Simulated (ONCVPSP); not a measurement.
**Which change was made? (Ge, ONCV)**

| Item | Value |
| --- | --- |
| Element | Ge (Z = 32) |
| Generator | ONCVPSP 4.0.1 |
| Type | optimised norm-conserving Vanderbilt (ONCV) |
| Functional | LDA (Perdew-Wang 92) |
| Relativity | scalar-relativistic |
| Frozen core | [Ar] 3d10 |
| Valence charge | 4 |
| Reference configuration | 4s2 4p1 (charge +1) |
| Partial waves | 4s: rc 1.40 bohr, ncon 4, nbas 8, qcut 4.2 1/bohr, 2 projectors, debl 0.4 Ha; 4p: rc 2.15 bohr, ncon 3, nbas 6, qcut 3.8 1/bohr, 2 projectors, debl 3.1 Ha |
| Local potential | polynomial inside 1.15 bohr (lpopt 1, dvloc0 0 Ha) |
| Core correction | none |

In the s channel the program set the typed energies aside and used -0.740, 0.250 Ha.

Cutoffs, loose and tight: the cutoffs (Ha) at which the residual kinetic energy of the hardest occupied pseudo-wave falls to 1 and 0.1 mHa per electron. They do not see the model core or the augmentation charge, which bear on the density cutoff. Test errors are all-electron minus pseudo excitation energies from the reference, over the configurations 4s2 4p2; 4s2 4p0; 4s1 4p0; 4s1 4p2; variants that change the core or the reference have their own tests.

The base gives: outcome: generated, projector energies reset by the program; cutoff, loose: 10 Ha; cutoff, tight: 81 Ha; bound ghosts: s; GHOST(+) flags above zero: p; largest test error (meV): +209.

Q: After one change the result is: outcome: generated; cutoff, loose: 10 Ha; cutoff, tight: 81 Ha; bound ghosts: s; GHOST(+) flags above zero: p; largest test error (meV): +268. Which change was it?
A. s: nproj 1
B. core correction Teter function, fcfact 3.75, rcfact 1.3
C. all radii scaled by about 1.13 (s 1.58, p 2.42 bohr); local potential polynomial inside 1.30 bohr (lpopt 1, dvloc0 0 Ha)

A: A. The others give: core correction Teter function, fcfact 3.75, rcfact 1.3 → outcome: generated, projector energies reset by the program; cutoff, loose: 10 Ha; cutoff, tight: 81 Ha; bound ghosts: s; GHOST(+) flags above zero: p; largest test error (meV): -76 | all radii scaled by about 1.13 (s 1.58, p 2.42 bohr); local potential polynomial inside 1.30 bohr (lpopt 1, dvloc0 0 Ha) → outcome: generated, projector energies reset by the program; cutoff, loose: 8.9 Ha; cutoff, tight: 26 Ha; bound ghosts: none; GHOST(+) flags above zero: s; largest test error (meV): +199.
